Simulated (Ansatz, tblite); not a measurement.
Species of one formula, B₅H₈Br (singlet), each relaxed with PBE-D4/def2-SVP in Ansatz.

The xTB rows come from tblite. B3LYP takes the VWN-RPA correlation. Correlated methods freeze 14 core orbitals; core or outer-core shells of Br are correlated, in sets that lack core-valence functions.

Other spin states weren't relaxed.

A:

```xyz
14

B    -0.975    0.706   -0.429
B    -0.635   -0.204    1.090
B    -0.353   -0.885   -0.451
B     0.690    0.343   -1.019
B     1.030   -0.567    0.500
Br   -1.006   -2.521   -1.285
H    -1.964    1.182   -0.927
H    -1.305   -0.584    2.017
H     1.263    0.478   -2.071
H     1.922   -1.288    0.873
H    -0.928    1.110    0.873
H     0.591    0.145    1.577
H     1.595    0.559   -0.021
H     0.076    1.525   -0.725
```

B:

```xyz
14

B    -0.159   -1.261   -0.169
B     0.443   -0.162    1.133
B     0.996   -0.038   -0.470
B    -0.534    0.177   -1.191
B     0.067    1.276    0.106
Br    1.360   -0.427    2.821
H    -0.131   -2.453   -0.350
H     2.103   -0.085   -0.939
H    -0.836    0.329   -2.349
H     0.305    2.456    0.182
H    -0.632   -1.034    1.076
H    -0.462    0.875    1.283
H    -1.176    1.128   -0.463
H    -1.345   -0.781   -0.670
```

Question: Estimate which lies lowest at each level, and how far above it the others are (kcal/mol).

Answer: 
```tsv
level	A	B
GFN1-xTB	3.6	0.0
GFN2-xTB	0.0	2.5
HF/STO-3G	0.0	2.7
HF/def2-SVP	0.0	1.1
HF/def2-TZVP	0.0	1.5
PBE-D4/def2-SVP	0.5	0.0
PBE-D4/def2-TZVP	0.1	0.0
r2SCAN-D4/def2-TZVP	0.4	0.0
B3LYP-D4/def2-TZVP	0.0	0.7
PBE0-D4/def2-SVP	0.1	0.0
PBE0-D4/def2-TZVP	0.0	0.3
BHLYP-D4/def2-TZVP	0.0	1.2
B2PLYP/def2-TZVP	0.0	0.4
MP2/def2-SVP	0.6	0.0
MP2/def2-TZVP	0.0	0.2
CCSD/def2-SVP	0.1	0.0
CCSD(T)/def2-SVP	0.4	0.0
```
Point groups (tolerance 0.1 Å): A C4v, B Cs.
